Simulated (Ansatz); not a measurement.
Coupled-cluster diagnostics for the cluster Al₂Sb (the lowest doublet isomer of a short search), Ansatz.

Geometry of the doublet (PBE-D4/def2-TZVP):

```xyz
3

Al    0.9364    0.9208   -0.7227
Al   -0.5765   -1.1669   -0.7438
Sb   -0.3599    0.2461    1.4665
```

In the def2 sets Sb takes a core potential; there is no spin–orbit coupling. Correlated methods freeze 14 core orbitals; core or outer-core shells of Sb are correlated, in sets that lack core-valence functions. At PBE0-D4/def2-TZVP a triplet of charge 1 lies 0.12 eV below the restricted singlet at the same geometry. The structure comes from a short search, and lower isomers may exist.

Geometry of the charge 0 quartet (PBE-D4/def2-TZVP):

| atom | x (Å) | y (Å) | z (Å) |
| --- | --- | --- | --- |
| Al1 | -0.7236 | -1.3021 | 0.4564 |
| Al2 | 0.3824 | 0.2997 | -1.4803 |
| Sb3 | 0.3412 | 1.0024 | 1.0239 |

(1) Estimate the CCSD(T) correlation energy, the shares of MP2 and (T), T1 and the reference's ⟨S²⟩ for: charge 0, doublet, own geometry in def2-TZVPP; charge 0, doublet, own geometry in def2-TZVPD; charge 0, quartet, own geometry in def2-TZVPP; charge 1, singlet, vertical in def2-TZVPP; charge -1, singlet, vertical in def2-TZVPD; and the rough time on 4 threads of Arm Neoverse V1 on a shared host.

Results:

(1) 
```
                          state       basis  correlation (eV)  MP2 share (%)  (T) share (%)     T1  ⟨S²⟩ (pure)  wall time                            remarks
charge 0, doublet, own geometry  def2-TZVPP           -13.013           91.7            5.4  0.066  1.48 (0.75)       14 s        large T1, spin-contaminated
charge 0, doublet, own geometry  def2-TZVPD           -13.018           91.6            5.4  0.066  1.48 (0.75)       17 s        large T1, spin-contaminated
charge 0, quartet, own geometry  def2-TZVPP           -12.573           94.6            5.0  0.024  3.82 (3.75)       13 s                                  –
    charge 1, singlet, vertical  def2-TZVPP           -13.108           94.5            5.7  0.028  0.00 (0.00)      7.5 s  large T1, restricted SCF unstable
   charge -1, singlet, vertical  def2-TZVPD           -14.030           94.8            5.3  0.018  0.00 (0.00)        7 s            restricted SCF unstable
```
Customary marks for T1 are 0.02 (closed shells), 0.045 (open shells) and about 0.05 (3d metals). T1 exceeds 0.02 in 4 of 5 rows and 0.045 in 2; the higher it lies, the less the single-reference result can be trusted.
